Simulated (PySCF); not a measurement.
## Löwdin shares of the frontier orbitals

C5H13OPSi.
Structure used (PBE0-D3(BJ)/def2-SVP), in Å, numbered top down from 1:
```
atom  x, y, z in Å
C1     1.7528   -0.8474    1.3852
O2     0.7013   -0.8966    0.4712
C3     0.8544   -0.1199   -0.6928
C4     0.7568    1.3805   -0.4173
C5    -0.6826    1.7057   -0.0031
P6    -1.8103    0.4403   -0.8557
Si7   -2.2208   -0.9268    0.9202
C8    -0.3279   -0.4562   -1.5851
H9     2.7164   -1.1256    0.9143
H10    1.5310   -1.5716    2.1812
H11    1.8728    0.1486    1.8506
H12    1.8203   -0.3691   -1.1791
H13    1.0171    1.9102   -1.3483
H14    1.4864    1.7098    0.3398
H15   -0.8093    1.6514    1.0881
H16   -0.9728    2.7210   -0.3108
H17   -3.6847   -0.8383    1.2337
H18   -1.4886   -0.5263    2.1611
H19   -1.9334   -2.3497    0.5647
H20   -0.4918   -1.5415   -1.6487
H21   -0.1599   -0.0760   -2.6048
```

Level of theory: PySCF 2.14.0, density-fitted response routines, TDDFT CAM-B3LYP/def2-SVPD, vertical, gas phase, core orbitals frozen in the response.

Frontier orbitals with the atoms that hold most of them (Löwdin shares over 4%, at most four atoms; ? is withheld):

```
orbital  ε (eV)                            atoms
 HOMO-3  -10.11  C5 16%, P6 15%, O2 13%, Si7 12%
 HOMO-2   -9.70  P6 19%, O2 18%, Si7 17%, C8 11%
 HOMO-1   -8.98                                ?
   HOMO   -7.69    P6 59%, Si7 11%, C8 8%, C5 8%
   LUMO       ?                                ?
 LUMO+1    1.20   P6 27%, Si7 26%, C5 11%, C8 6%
 LUMO+2    1.30  Si7 26%, P6 21%, H18 9%, H19 8%
```

Task: Which atoms hold the LUMO, and with what shares?

Result: C1 (bonded to O and 3 H) 14%; C4 (bonded to 2 C and 2 H) 9%; Si7 (bonded to P and 3 H) 7%; H14 (bonded to C) 7%. By element: carbon 24% or more, silicon 7%, hydrogen 7% or more.

Task: Give the leading atoms of the HOMO-1.

Result: O2 (bonded to 2 C) 38%; P6 (bonded to 2 C and Si) 9%; C3 (bonded to 2 C, O and H) 8%; C4 (bonded to 2 C and 2 H) 7%. By element: oxygen 38%, carbon 16% or more, phosphorus 9%.

Task: What is the LUMO energy, and the HOMO–LUMO gap?

Result: ε(LUMO) = 1.12 eV; the gap is 8.81 eV (0.3237 hartree).

Task: The HOMO–LUMO gap is 8.81 eV. Where does the response calculation put the lowest singlet, and from which orbitals?

Result: S1 is at 5.37 eV (f = 0.010), 3.44 eV below the gap, made of HOMO→LUMO+1 (87%). Its leading pair isn't HOMO and LUMO; the energies of that pair differ by 8.90 eV. 

Next come S2 at 6.05 eV (f 0.118), HOMO→LUMO+2 (59%), HOMO→LUMO (20%); S3 at 6.52 eV (f 0.029), HOMO→LUMO+4 (28%), HOMO→LUMO (22%), HOMO→LUMO+2 (21%); S4 at 6.66 eV (f 0.043), HOMO→LUMO+3 (48%), HOMO→LUMO (38%); S5 at 7.15 eV (f 0.014), HOMO-1→LUMO+1 (50%), HOMO-2→LUMO+1 (19%).

One conformer stands for the species.

Without π bonds the low states are Rydberg-like; a valence basis with one diffuse set may place them up to an eV too high.
